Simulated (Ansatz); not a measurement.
Ansatz (a program for electronic structure) input (CCSD(T,full)/cc-pwCVTZ):
A basis named .json is the Basis Set Exchange file of that set.

Ansatz 0.2 input:
```yaml
crystal:
  periodic: [false, false, false]
  atoms:
    - {symbol: C, position_ang: [1.99228854, -0.09195119, 0.96234920]}
    - {symbol: C, position_ang: [1.20687628, 0.90190802, 0.07780046]}
    - {symbol: C, position_ang: [0.59290912, 0.29688880, -1.14953253]}
    - {symbol: C, position_ang: [-0.59052611, -0.44122386, -1.19928913]}
    - {symbol: C, position_ang: [-1.62455388, -0.69215885, -0.30636901]}
    - {symbol: C, position_ang: [-1.80338762, -0.04881995, 1.03810323]}
    - {symbol: H, position_ang: [2.41902068, 0.39015500, 1.85637337]}
    - {symbol: H, position_ang: [1.33321412, -0.89946778, 1.28829746]}
    - {symbol: H, position_ang: [2.80880695, -0.54655131, 0.39190038]}
    - {symbol: H, position_ang: [0.44778507, 1.37126697, 0.71365969]}
    - {symbol: H, position_ang: [1.89840883, 1.71056566, -0.20469185]}
    - {symbol: H, position_ang: [1.25260245, 0.22428938, -2.01146973]}
    - {symbol: H, position_ang: [-0.74060625, -0.93097859, -2.16595813]}
    - {symbol: H, position_ang: [-2.47478457, -1.25590076, -0.67793171]}
    - {symbol: H, position_ang: [-0.92694938, -0.14834787, 1.69873815]}
    - {symbol: H, position_ang: [-2.01165158, 1.03805621, 0.99895573]}
    - {symbol: H, position_ang: [-2.64748429, -0.50094495, 1.57375317]}
basis:
  gaussian:
    orbitals: cc-pwCVTZ.json
total_charge: -1
magnetization: {spin_polarized: false}
correlation: {method: ccsd_t, frozen_orbitals: {C: 0, H: 0}}
```

End of the output:

```
integrals: 6.72 GiB planned
2358 factors; integrals over basis functions are off by at most 9.4e-4 eV
2.69 GiB of device memory are held for the factors and their scratch space
mean field: 2.78 GiB planned
mean field evaluation 1: about -6352.2271 eV, gradient 3.4e1 eV
mean field evaluation 2: about -6352.7713 eV, gradient 3.4e1 eV
mean field evaluation 4: about -6356.4187 eV, gradient 5.1e0 eV
mean field evaluation 8: about -6356.4981 eV, gradient 2.6e-1 eV
mean field evaluation 16: about -6356.4988 eV, gradient 1.2e-6 eV
mean field -6356.49877071 eV, -233.5970212340 hartree, gradient 1.6e-6 eV, S^2 0.000000; 0 other end points of the search recorded, 0 dependent functions left out
reference -6356.49877071 eV, -233.5970212340 hartree; 24, 24 occupied and 388, 388 virtual orbitals, 2358 factors
second order -36.62384342 eV of doubles, -0.00000000 eV of singles
coupled cluster: 47.28 GiB planned
cycle   1  -37.38957850 eV  change   -7.7e-1 eV  update   1.2e-1
cycle   2  -38.17460981 eV  change   -7.9e-1 eV  update   3.4e-2
cycle   3  -38.32982399 eV  change   -1.6e-1 eV  update   1.8e-2
cycle   4  -38.31773326 eV  change    1.2e-2 eV  update   4.9e-3
cycle   5  -38.31584508 eV  change    1.9e-3 eV  update   2.9e-3
cycle   6  -38.31688767 eV  change   -1.0e-3 eV  update   1.1e-3
cycle   7  -38.31673228 eV  change    1.6e-4 eV  update   5.6e-4
cycle   8  -38.31645132 eV  change    2.8e-4 eV  update   2.4e-4
cycle   9  -38.31646808 eV  change   -1.7e-5 eV  update   1.2e-4
cycle  10  -38.31649633 eV  change   -2.8e-5 eV  update   5.3e-5
perturbative correction -1.46239609 eV, -0.0537420652 hartree
Total energy: -6396.27766313 eV, -235.0588685675 hartree
```

It need not be the lowest isomer of its formula. Whether it binds its extra electron was not tested at this geometry.
